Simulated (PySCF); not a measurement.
SMILES BC[CH2][GeH3] (GFN2-xTB optimised geometry):

```
13

B      1.652    -1.502    -0.001
C      0.942    -0.106     0.000
C     -0.589    -0.106     0.000
Ge    -1.324     1.725     0.000
H      2.821    -1.541    -0.028
H      1.039    -2.497     0.027
H      1.300     0.475    -0.859
H      1.298     0.461     0.869
H     -0.959    -0.642    -0.876
H     -0.960    -0.644     0.874
H     -0.865     2.495     1.199
H     -2.821     1.769    -0.005
H     -0.858     2.497    -1.195
```

Method: PySCF with CAM-B3LYP/def2-TZVP.

Problem. What are the frontier orbital energies and the dipole moment?

Solution. HOMO-2 -10.64 eV, HOMO-1 -10.57 eV, HOMO -9.36 eV, LUMO -0.37 eV, LUMO+1 1.59 eV; dipole moment 0.38 D.

Meta-Löwdin charges at CAM-B3LYP/def2-TZVP: B1 0.05, C2 -0.30, C3 -0.38, Ge4 0.37, H5 0.01, H6 0.01, H7 0.12, H8 0.13, H9 0.11, H10 0.11, H11 -0.08, H12 -0.07, H13 -0.08.
